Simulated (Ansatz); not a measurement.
Consider the ligand exchange at the Si–S bond: `CS[Si]O` + CH₃OH → `CO[Si]O` + CH₃SH.

Gas-phase electronic energies from Ansatz, PBE0-D4/def2-TZVP geometries. CCSD(T)/CBS is the MP2 limit (def2-TZVPP, def2-QZVPP) plus CCSD(T) − MP2 in def2-TZVPP, frozen cores. This one scheme is used for every species. Each species was taken in one conformer, which may not be the lowest.

`CS[Si]O`:

Z-matrix (Å, degrees):
```
C
S 1 1.813
H 1 1.089 2 109.1
H 1 1.089 2 109.1 3 -119.7
H 1 1.092 2 110.5 3 120.1
Si 2 2.146 1 99.6 3 -120.1
O 6 1.649 2 101.1 1 180.0
H 7 0.961 6 121.6 2 -0.0
```

CH₃OH:

Z-matrix (Å, degrees):
```
C
O 1 1.409
H 1 1.097 2 112.4
H 1 1.090 2 107.0 3 -118.5
H 1 1.097 2 112.4 3 123.0
H 2 0.959 1 108.5 3 -61.6
```

`CO[Si]O`:

Z-matrix (Å, degrees):
```
C
O 1 1.411
H 1 1.092 2 109.5
H 1 1.097 2 112.0 3 -120.5
H 1 1.092 2 109.5 3 119.0
Si 2 1.657 1 123.9 3 120.6
O 6 1.644 2 99.6 1 -180.0
H 7 0.963 6 117.2 2 0.0
```

CH₃SH:

```xyz
6

C    -0.489   -0.045    0.007
S     1.199   -0.562   -0.376
H    -0.646    0.047    1.081
H    -1.141   -0.831   -0.374
H    -0.744    0.889   -0.493
H     1.822    0.501    0.155
```

```json
{"species": "`CS[Si]O`", "MP2/def2-TZVPP energy (Eh)": "-802.33517"}
{"species": "CH₃OH", "MP2/def2-TZVPP energy (Eh)": "-115.52185"}
{"species": "`CO[Si]O`", "MP2/def2-TZVPP energy (Eh)": "-479.75899"}
{"species": "CH₃SH", "MP2/def2-TZVPP energy (Eh)": "-438.11556"}
```

Question: Work out ΔE.

Answer: ΔE = (-479.75899) + (-438.11556) − (-802.33517) − (-115.52185) = -0.01753 Eh = -46.0 kJ/mol. CCSD(T)/CBS gives -44.0 kJ/mol.

Largest T1 diagnostic among the species: 0.014.

From PBE to PBE0 (25 % exact exchange), in def2-TZVPP and without D4, ΔE moves by −3.2 kJ/mol. In def2-TZVPP, CCSD(T) changes the Hartree–Fock value by +11.9 kJ/mol (the triples alone add +3.6 kJ/mol) and MP2 by +14.5 kJ/mol.
